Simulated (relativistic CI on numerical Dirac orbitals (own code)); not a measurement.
# Energy levels of Sn26+

Method of calculation: Dirac-Coulomb-Breit CI, orbitals from a KLI potential per configuration, QED by a radiative potential, unscaled Slater integrals (own radial code, finite nucleus).

Configurations in the expansion (outside the closed core [Ne]): 3s2.3p6.3d6, 3s2.3p5.3d7, 3s2.3p4.3d8, 3s.3p6.3d7, 3p6.3d8, 3s.3p5.3d8, 3s2.3p6.3d5.4s, 3s2.3p6.3d5.4p, 3s2.3p6.3d5.4d, 3s2.3p4.3d7.4s, 3s2.3p6.3d5.4f, 3s2.3p5.3d6.4s, 3s2.3p4.3d7.4p, 3s2.3p5.3d6.4p, 3s2.3p4.3d7.4d, 3s.3p5.3d7.4s, 3s2.3p6.3d4.4s2, 3s2.3p6.3d4.4s.4p, 3s.3p6.3d6.4s, 3s2.3p6.3d5.5s, 3s2.3p6.3d5.5p, 3p6.3d7.4s, 3s.3p6.3d6.4p, 3p6.3d7.4p, 3s2.3p5.3d5.4s2, 3s2.3p6.3d5.5f, 3p6.3d7.4d, 3s2.3p6.3d5.6s. Levels of other configurations are missing.

The lowest level is 3s2.3p6.3d6 5D_4, with 74 % of that term; Hund's rules for 3s2.3p6.3d6 give 5D with J = 4, in agreement.

```
No.  Configuration  Term  J   E (eV)   %  Next component (%)  Lifetime (s)  jj configuration (%)
  1    3s2.3p6.3d6    5D  4   0.0000  74               21 3F                        3d5/2^2 (66)
  2    3s2.3p6.3d6    5D  2   4.0854  46               38 3P      3.09e+02          3d5/2^2 (70)
  3    3s2.3p6.3d6    5D  3   6.1549  88                8 3F      2.67e-04  3d3/2^3 3d5/2^3 (79)
  4    3s2.3p6.3d6    5D  0   7.9575  64               25 3P      1.29e+02          3d5/2^2 (39)
  5    3s2.3p6.3d6    5D  1   8.3574  76               20 3P      4.45e-04  3d3/2^3 3d5/2^3 (80)
  6    3s2.3p6.3d6    3H  4  11.5517  24               23 1G      1.19e-04  3d3/2^3 3d5/2^3 (63)
  7    3s2.3p6.3d6    3G  5  15.0622  52               48 3H      8.15e-04  3d3/2^3 3d5/2^3 (98)
  8    3s2.3p6.3d6    3H  6  15.1034  82               18 1I      3.86e+02  3d3/2^3 3d5/2^3 (94)
  9    3s2.3p6.3d6    5D  2  16.4562  50               22 3P      5.41e-05  3d3/2^2 3d5/2^4 (65)
 10    3s2.3p6.3d6    3F  3  17.6667  49               31 3G      1.14e-04  3d3/2^3 3d5/2^3 (82)
 11    3s2.3p6.3d6    3F  2  18.0451  62               22 3P      1.12e-04  3d3/2^3 3d5/2^3 (73)
 12    3s2.3p6.3d6    1S  0  21.3775  56               29 5D      3.82e-05  3d3/2^2 3d5/2^4 (60)
 13    3s2.3p6.3d6    3H  4  21.8764  53               29 3F      7.47e-05  3d3/2^2 3d5/2^4 (79)
 14    3s2.3p6.3d6    3D  1  23.4205  68               22 3P      8.94e-05  3d3/2^3 3d5/2^3 (69)
 15    3s2.3p6.3d6    3G  4  23.5084  55               22 1G      1.47e-04  3d3/2^2 3d5/2^4 (48)
 16    3s2.3p6.3d6    3D  2  23.5255  63               19 3P      2.03e-04  3d3/2^3 3d5/2^3 (49)
 17    3s2.3p6.3d6    3H  5  24.4856  52               48 3G      1.28e-04  3d3/2^2 3d5/2^4 (98)
 18    3s2.3p6.3d6    3D  3  25.7039  66               22 3F      6.11e-05  3d3/2^2 3d5/2^4 (51)
 19    3s2.3p6.3d6    3G  3  26.7480  51               28 3F      1.16e-04  3d3/2^2 3d5/2^4 (83)
 20    3s2.3p6.3d6    3P  0  27.3850  97                3 1S      2.64e-04  3d3/2^3 3d5/2^3 (42)
 21    3s2.3p6.3d6    1I  6  27.4718  82               18 3H      1.51e-04  3d3/2^2 3d5/2^4 (94)
 22    3s2.3p6.3d6    1F  3  29.1096  51               38 3F      1.48e-04  3d3/2^3 3d5/2^3 (82)
 23    3s2.3p6.3d6    3P  1  29.7208  70               22 3D      4.01e-05    3d3/2 3d5/2^5 (55)
 24    3s2.3p6.3d6    1G  4  32.1815  63               22 3F      7.44e-05  3d3/2^2 3d5/2^4 (48)
 25    3s2.3p6.3d6    1D  2  32.2701  51               23 3P      6.14e-05  3d3/2^2 3d5/2^4 (61)
 26    3s2.3p6.3d6    3P  1  35.0917  88                7 5D      2.84e-05  3d3/2^3 3d5/2^3 (50)
 27    3s2.3p6.3d6    3F  4  38.1315  75               11 3G      4.23e-05  3d3/2^2 3d5/2^4 (57)
 28    3s2.3p6.3d6    3F  2  38.5076  88                7 3D      4.71e-05  3d3/2^2 3d5/2^4 (83)
 29    3s2.3p6.3d6    3P  0  43.6198  57               36 1S      1.77e-05          3d5/2^6 (84)
 30    3s2.3p6.3d6    3P  2  44.1546  71               15 1D      3.39e-05    3d3/2 3d5/2^5 (69)
```

Energies count from the lowest computed level; lifetimes are radiative, by E1, M1, E2, M2 decay to levels of this space only. Filled j subshells are mostly left out of the jj labels.

The mean weight of the leading LS term, summed over parents, in these 30 levels is 64 %, and that of the leading jj configuration (from the same eigenvectors) 69 %.

At this charge energies of transitions that change n are usually good to better than 1 %, and those within a shell (Δn = 0) to a few per cent. Terms inside the open d or f shell come out 10 to 20 % too wide with unscaled integrals.

LS names give the leading component of a level, which can be under half, so a name can repeat, a term be missing and a line seem to break the LS rules.
